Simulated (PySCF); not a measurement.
C4H4Cl2, SMILES Cl/C=C\C=C/Cl. Atoms are numbered in the order given.

```xyz
10

Cl     0.2778     2.8457     0.0000
C     -0.9254     1.6120     0.0000
C     -0.6582     0.2967     0.0000
C      0.6582    -0.2967     0.0000
C      0.9254    -1.6120     0.0000
Cl    -0.2778    -2.8457     0.0000
H     -1.9446     2.0023     0.0000
H     -1.5183    -0.3790     0.0000
H      1.5183     0.3790     0.0000
H      1.9446    -2.0023     0.0000
```
Charge 0, spin multiplicity 1.

Coordinates come from a PBE0-D3(BJ)/def2-SVP optimisation. The values are those of a single conformer.

Two levels are set side by side: PBE/pcSseg-1 (PySCF) and PBE0/pcSseg-1 (PySCF). GIAO shifts against HCl (³⁵Cl), TMS (¹H), TMS (¹³C) at the same level; non-relativistic, no solvent, atoms listed together averaged. Without spin–orbit terms, shifts of atoms bonded to Cl or Br come out too high at both levels. Differences are taken from unrounded values.

| quantity | PBE0 | PBE | PBE minus PBE0 |
|---|---|---|---|
| δ(³⁵Cl) of Cl1, Cl6 (ppm) | 199.8 | 231.7 | 32.0 |
| δ(¹³C) of C2, C5 (ppm) | 137.3 | 135.9 | -1.4 |
| δ(¹³C) of C3, C4 (ppm) | 132.3 | 130.4 | -2.0 |
| δ(¹H) of H7, H10 (ppm) | 6.42 | 6.36 | -0.05 |
| δ(¹H) of H8, H9 (ppm) | 7.12 | 7.06 | -0.06 |

Rough cost on one machine, each run with all the roots and properties that it gave: PBE0 against PBE within a factor of 2.
